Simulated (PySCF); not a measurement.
**Structure revision by computed shifts**

A compound C3H12OSi4 gives the data below (simulated from a calculation) and was assigned the structure `[SiH3]OC1=C[SiH2]C1([SiH3])[SiH3]`.

¹³C{¹H} NMR (computed): δ 205.0 (CH), 159.8 (C), 155.5 (CH2).

¹H NMR (500 MHz, computed): δ 9.72 (s, 1H), 7.41 (br s, 1H), 6.97 (br s, 1H), 4.17 (m, 1H), 3.76 (m, 3H), 3.54 (m, 1H), 3.51 (m, 1H), 3.50 (d, 3H).

Equivalent nuclei averaged, isolated molecule, single conformer, relativity neglected. Structure optimised with GFN2-xTB; PBE0/pcSseg-1 with gauge-including orbitals; PySCF 2.14.0 with density-fitted response routines.

Shifts are taken against calculated references (same method and geometry level): ¹H (31.72 ppm), ¹³C (186.93 ppm) vs TMS.

(1) Compare with the shifts computed for the proposed structure, pairing carbons in order of shift.

(2) Which isomer fits?

Results:

(1) Atom-mapped SMILES (the numbers label the heavy atoms): `[SiH3:1][O:2][C:3]1=[CH:4][SiH2:5][C:6]1([SiH3:7])[SiH3:8]` (H(Xn): hydrogen on atom n).

```csv
atom,computed for proposal,given list,difference
C3,176.7,205.0,-28.3
C4,91.5,159.8,-68.3
C6,15.5,155.5,-140.0
```

The rms difference is 91.4 ppm and the largest -140.0 ppm at C6 (allylic fully substituted sp3 carbon bonded to 3 Si). The carbon types in order of shift don't match either: C, CH, C for the proposal against CH, C, CH2 in the data. The proposal doesn't fit.

(2) SMILES C=C(C=O)[Si@@H]([SiH3])[SiH2][SiH3].

Carbon types of the structure: 1 × C, 1 × CH, 1 × CH2, leaving 9 H on heteroatoms. δC 205.0: aldehyde carbonyl carbon; low-lying n→π* states of the double bond to the heteroatom give a large paramagnetic term (-265 ppm). δC 159.8: α carbon of a C=C–C=O unit; an sp2 carbon of a C=C bond. δC 155.5: β carbon of a C=C–C=O unit; conjugation with the carbonyl draws π density from the β position. δH 9.72: hydrogen on an aldehyde carbonyl carbon; the C=O anisotropy and electron withdrawal place aldehyde protons far downfield.

The shifts were computed for this structure.

Shifts are as computed. Against solution values, carbons near 30 ppm lie about +3 ppm off and those near 130 ppm about +5 ppm. Of 1211 compounds with measured shifts, 218 miss one by over three times the rms of a fit or turn the order of signals round; such compounds aren't used in these exercises. Multiplicities follow the n + 1 count of equivalent neighbours, as no J values were calculated; m marks all less simple cases, F and P coupling included.
